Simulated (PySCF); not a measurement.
# Working with the constants of KC⁻

ROHF-CCSD(T) constants of KC⁻, triplet, unpaired electrons π ↑↑ (K def2-SVPD, C def2-SVPD; no relativity (PySCF 2.14); masses 38.9637 and 12.0000 u):

* ωe: 300.3 cm⁻¹
* ωexe: 2.36 cm⁻¹
* Be: 0.25106 cm⁻¹
* αe: 0.00278 cm⁻¹
* D (centrifugal): 7.02e-07 cm⁻¹

Q: Give the vibrational terms G(v) and spacings up to v = 6.

A: G(v) = ωe(v+½) − ωexe(v+½)².

```
v  G(v) (cm⁻¹)  G(v) − G(v−1)  Bv (cm⁻¹)
0        149.6                    0.2497
1        445.1          295.6     0.2469
2        736.0          290.9     0.2441
3       1022.1          286.1     0.2413
4       1303.6          281.4     0.2386
5       1580.3          276.7     0.2358
6       1852.2          272.0     0.2330
```

Correlated steps freeze 6 core orbitals. The CCSD T1 diagnostic is raised, a sign that a single reference may not be enough here. The state is the lowest determinant that a PBE0 search found; another state may lie lower at other levels.
